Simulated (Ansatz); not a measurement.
Consider the hydrogenolysis of the Si–Ge bond: `[AlH2][CH2][SiH2][GeH3]` + H₂ → `[AlH2][CH2][SiH3]` + GeH₄.

Isolated molecules relaxed with PBE0-D4/def2-TZVP in Ansatz; ΔE leaves out vibrations. CCSD(T)/CBS is the MP2 limit (def2-TZVPP, def2-QZVPP) plus CCSD(T) − MP2 in def2-TZVPP, frozen cores. This one scheme is used for every species. DFT in def2-TZVPP. B3LYP here is the variant with VWN-RPA as its local correlation; programs differ in this. For Ge outer-core shells are correlated without core-valence functions, which leaves a few kJ/mol of doubt a bond. Scalar relativity is left out up to krypton. One conformer a species, not always the lowest.

`[AlH2][CH2][SiH2][GeH3]`:

Z-matrix (Å, degrees):
```
C
Si 1 1.856
Al 1 1.982 2 105.9
H 1 1.095 2 111.2 3 -121.9
H 1 1.095 2 110.1 3 118.5
Ge 2 2.388 1 100.0 3 -36.1
H 2 1.487 1 112.3 3 77.6
H 2 1.490 1 117.5 3 -155.6
H 3 1.589 1 120.4 2 135.2
H 3 1.592 1 116.5 2 -60.2
H 6 1.534 2 120.9 1 134.2
H 6 1.594 2 100.6 1 21.0
H 6 1.537 2 116.7 1 -88.4
```

H₂:

Z-matrix (Å, degrees):
```
H
H 1 0.746
```

`[AlH2][CH2][SiH3]`:

```xyz
10

Al   -0.727   -1.635   -0.140
C     0.654   -0.333    0.296
Si    0.167    1.432   -0.067
H    -1.808   -2.038    0.951
H    -0.777   -2.279   -1.591
H     0.898   -0.397    1.363
H     1.562   -0.552   -0.277
H    -1.053    1.802    0.704
H    -0.153    1.593   -1.514
H     1.238    2.407    0.276
```

GeH₄:

```xyz
5

Ge    0.000    0.000    0.000
H    -0.210   -0.281   -1.493
H    -1.363    0.125    0.693
H     0.782    1.309    0.169
H     0.791   -1.154    0.631
```

```json
{"level": "r2SCAN-D4", "ΔE (kJ/mol)": "12.3"}
{"level": "PBE0-D4", "ΔE (kJ/mol)": "14.0"}
{"level": "B3LYP-D4", "ΔE (kJ/mol)": "1.9"}
{"level": "ωB97X-V", "ΔE (kJ/mol)": "-0.4"}
{"level": "PBE0", "ΔE (kJ/mol)": "4.9"}
{"level": "r2SCANh", "ΔE (kJ/mol)": "7.8"}
{"level": "CAM-B3LYP", "ΔE (kJ/mol)": "-17.4"}
{"level": "LC-ωPBE", "ΔE (kJ/mol)": "-2.7"}
```

Question: What does CCSD(T)/CBS give? (Estimate.)

Answer: The calculation gave: +7.1 kJ/mol. The listed levels differ from it by 5.2, 6.9, -5.2, -7.5, -2.2, 0.7, -24.5, -9.8 kJ/mol.

Largest T1 diagnostic among the species: 0.012.

From PBE to PBE0 (25 % exact exchange), in def2-TZVPP and without D4, ΔE moves by −5.8 kJ/mol. Leaving LDA and LC-ωPBE aside and taking each functional with its dispersion term where it has one, the values, not all of them listed here, spread over 29.5 kJ/mol, from B2PLYP to revPBE-D4. LDA lies +13.7 kJ/mol from PBE without D4.

CCSD(T)/CBS has its own doubt, a few kJ/mol and more with outer-core shells, so smaller differences from it don't rank the levels.
